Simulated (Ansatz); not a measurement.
Cost and result up the ladder for SbH₂Cl (4 atoms). Charge 0, multiplicity 1. Geometry: PBE0-D4/def2-TZVP.

```csv
atom,x (Å),y (Å),z (Å)
Sb1,-0.128,0.169,-0.768
H2,-0.852,-1.235,-0.107
H3,-0.892,1.135,0.422
Cl4,1.873,-0.070,0.453
```

Ansatz on 4 threads of Arm Neoverse V1 on a shared host. Times are rough, and most runs start from the orbitals of an earlier one. CAM-B3LYP-D4/def2-TZVP serves as the yardstick here, not as an exact answer. Differences are given only for rows in sets of like size (and for xTB, whose basis is part of the method), since another set adds its own error. Binding counts from free atoms at the same level (Sb quartet, H doublet, Cl doublet; other spins of the atoms weren't run), without zero-point energy or a counterpoise term.

In the def2 sets Sb takes a core potential; there is no spin–orbit coupling. B3LYP takes the VWN-RPA correlation. Correlated methods freeze 9 core orbitals; core or outer-core shells of Sb are correlated, in sets that lack core-valence functions.

Correlated methods converge slowly with the basis.

```
                            level  functions  wall time
            LDA (SPW92)/def2-TZVP         99     0.35 s
                  PBE-D4/def2-SVP         54     0.35 s
                 PBE0-D4/def2-SVP         54      0.5 s
                 PBE-D4/def2-TZVP         99     0.55 s
              revPBE-D4/def2-TZVP         99     0.55 s
                    MP2/def2-TZVP         99     0.55 s
               B3LYP-D4/def2-TZVP         99      0.7 s
                PBE-D4/def2-TZVPD        120     0.75 s
           CAM-B3LYP-D4/def2-TZVP         99      0.8 s
                PBE0-D4/def2-TZVP         99      0.9 s
r2SCAN-D4/def2-TZVP (with forces)         99      1.6 s
             r2SCAN-D4/def2-TZVPD        120      1.7 s
               CCSD(T)/def2-TZVPP        120      2.8 s
               CCSD(T)/def2-TZVPD        120        3 s
```

**Question.** Estimate what each level gives for the binding energy per atom (eV).

**Answer.** 
```json
{"level": "LDA (SPW92)/def2-TZVP", "binding energy per atom (eV)": "2.60", "difference from CAM-B3LYP-D4/def2-TZVP (eV)": "0.38"}
{"level": "PBE-D4/def2-SVP", "binding energy per atom (eV)": "2.20", "difference from CAM-B3LYP-D4/def2-TZVP (eV)": "–"}
{"level": "PBE0-D4/def2-SVP", "binding energy per atom (eV)": "2.13", "difference from CAM-B3LYP-D4/def2-TZVP (eV)": "–"}
{"level": "PBE-D4/def2-TZVP", "binding energy per atom (eV)": "2.24", "difference from CAM-B3LYP-D4/def2-TZVP (eV)": "0.02"}
{"level": "revPBE-D4/def2-TZVP", "binding energy per atom (eV)": "2.18", "difference from CAM-B3LYP-D4/def2-TZVP (eV)": "-0.04"}
{"level": "MP2/def2-TZVP", "binding energy per atom (eV)": "2.00", "difference from CAM-B3LYP-D4/def2-TZVP (eV)": "-0.22"}
{"level": "B3LYP-D4/def2-TZVP", "binding energy per atom (eV)": "2.24", "difference from CAM-B3LYP-D4/def2-TZVP (eV)": "0.02"}
{"level": "PBE-D4/def2-TZVPD", "binding energy per atom (eV)": "2.24", "difference from CAM-B3LYP-D4/def2-TZVP (eV)": "0.02"}
{"level": "CAM-B3LYP-D4/def2-TZVP", "binding energy per atom (eV)": "2.22", "difference from CAM-B3LYP-D4/def2-TZVP (eV)": "0.00"}
{"level": "PBE0-D4/def2-TZVP", "binding energy per atom (eV)": "2.18", "difference from CAM-B3LYP-D4/def2-TZVP (eV)": "-0.04"}
{"level": "r2SCAN-D4/def2-TZVP (with forces)", "binding energy per atom (eV)": "2.20", "difference from CAM-B3LYP-D4/def2-TZVP (eV)": "-0.02"}
{"level": "r2SCAN-D4/def2-TZVPD", "binding energy per atom (eV)": "2.20", "difference from CAM-B3LYP-D4/def2-TZVP (eV)": "-0.02"}
{"level": "CCSD(T)/def2-TZVPP", "binding energy per atom (eV)": "2.12", "difference from CAM-B3LYP-D4/def2-TZVP (eV)": "-0.10"}
{"level": "CCSD(T)/def2-TZVPD", "binding energy per atom (eV)": "2.09", "difference from CAM-B3LYP-D4/def2-TZVP (eV)": "-0.13"}
```
